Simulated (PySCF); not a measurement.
C3H9ClOSi. Atoms are numbered in the order given.

```xyz
15

O     -2.6329    -0.7296     0.7853
C     -2.2467    -0.9711    -0.5499
C     -1.5897     0.2434    -1.2068
C     -0.4405     0.8323    -0.3774
Si     0.9525    -0.3706    -0.0166
Cl     2.5740     0.7146     0.6926
H     -3.3060    -0.0390     0.7805
H     -3.1002    -1.3142    -1.1673
H     -1.5347    -1.8139    -0.5093
H     -2.3570     1.0206    -1.3792
H     -1.2303    -0.0536    -2.2078
H     -0.8207     1.1925     0.5925
H      0.0008     1.7032    -0.8901
H      1.3821    -1.0719    -1.2598
H      0.5986    -1.3735     1.0203
```
Charge 0, spin multiplicity 1.

The structure is a stationary point at ωB97X-D3(BJ)/def2-SVP. The structure was generated by enumeration, and PubChem lists no compound with its InChIKey, so it may never have been made. The values are those of a single conformer.

Level of theory: PBE/pcSseg-1 (PySCF).

GIAO shieldings, no solvent; atoms listed in one row are averaged. δ = σ(ref) − σ: ¹⁷O against H2O (σ = 334.3 ppm); ¹³C against TMS (σ = 182.0 ppm); ²⁹Si against TMS (σ = 335.4 ppm); ³⁵Cl against HCl (σ = 936.5 ppm); ¹H against TMS (σ = 31.49 ppm), references at their B3LYP-D3(BJ)/def2-TZVP geometries, non-relativistic (without spin–orbit terms, shifts of atoms bonded to Cl or Br come out too high).

Computed chemical shifts:
| nucleus | atoms | count | δ (ppm) |
|---|---|---|---|
| ¹⁷O | O1 | 1 | 44.1 |
| ¹³C | C2 | 1 | 70.2 |
| ¹³C | C3 | 1 | 35.5 |
| ¹³C | C4 | 1 | 17.2 |
| ²⁹Si | Si5 | 1 | 1.6 |
| ³⁵Cl | Cl6 | 1 | -48.6 |
| ¹H | H15 | 1 | 5.82 |
| ¹H | H14 | 1 | 5.43 |
| ¹H | H8 | 1 | 4.26 |
| ¹H | H9 | 1 | 3.61 |
| ¹H | H12 | 1 | 2.19 |
| ¹H | H10 | 1 | 2.00 |
| ¹H | H11 | 1 | 1.89 |
| ¹H | H13 | 1 | 1.19 |
| ¹H | H7 | 1 | -0.65 |
